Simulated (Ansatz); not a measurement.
Consider the ligand exchange at a Ga–N bond: `[NH2][GaH][Br]` + HBr → `[Br][GaH][Br]` + NH₃.

Program: Ansatz. Geometries: PBE0-D4/def2-TZVP. ΔE: electronic, gas phase. CBS: MP2 limit from def2 TZ/QZ plus the TZ coupled-cluster correction, frozen cores. This one scheme is used for every species. DFT in def2-TZVPP. For Br, Ga outer-core shells are correlated without core-valence functions, which leaves a few kJ/mol of doubt a bond. Scalar relativity is left out up to krypton. Each species was taken in one conformer, which may not be the lowest.

`[NH2][GaH][Br]`:

Z-matrix (Å, degrees):
```
N
Ga 1 1.800
H 1 1.006 2 123.0
H 1 1.005 2 124.2 3 180.0
Br 2 2.293 1 113.9 3 0.0
H 2 1.547 1 125.6 3 -180.0
```

HBr:

Z-matrix (Å, degrees):
```
Br
H 1 1.420
```

`[Br][GaH][Br]`:

Cartesian coordinates in Å:
```
Br 0.012 1.173 -1.822
Ga 0.179 0.003 0.120
Br -1.656 -1.199 0.719
H 1.465 0.023 0.983
```

NH₃:

```xyz
4

N     0.088   -0.187    0.192
H    -0.605   -0.585   -0.429
H    -0.332    0.626    0.625
H     0.849    0.146   -0.388
```

| species | PBE-D4 energy (Eh) |
| --- | --- |
| `[NH2][GaH][Br]` | -4554.92322 |
| HBr | -2574.36879 |
| `[Br][GaH][Br]` | -7072.81257 |
| NH₃ | -56.51101 |

**Question.** Work out ΔE.

**Answer.** ΔE = (-7072.81257) + (-56.51101) − (-4554.92322) − (-2574.36879) = -0.03157 Eh = -19.8 kcal/mol. CCSD(T)/CBS gives -18.8 kcal/mol.

Largest T1 diagnostic among the species: 0.011.

In def2-TZVPP, CCSD(T) changes the Hartree–Fock value by +3.7 kcal/mol (the triples alone add +0.2 kcal/mol) and MP2 by +3.4 kcal/mol. From r2SCAN to r2SCAN0 (25 % exact exchange), in def2-TZVPP and without D4, ΔE moves by −0.8 kcal/mol. At CCSD(T), def2-SVP lies +1.5 kcal/mol from the extrapolated value and def2-TZVPP +0.1 kcal/mol.
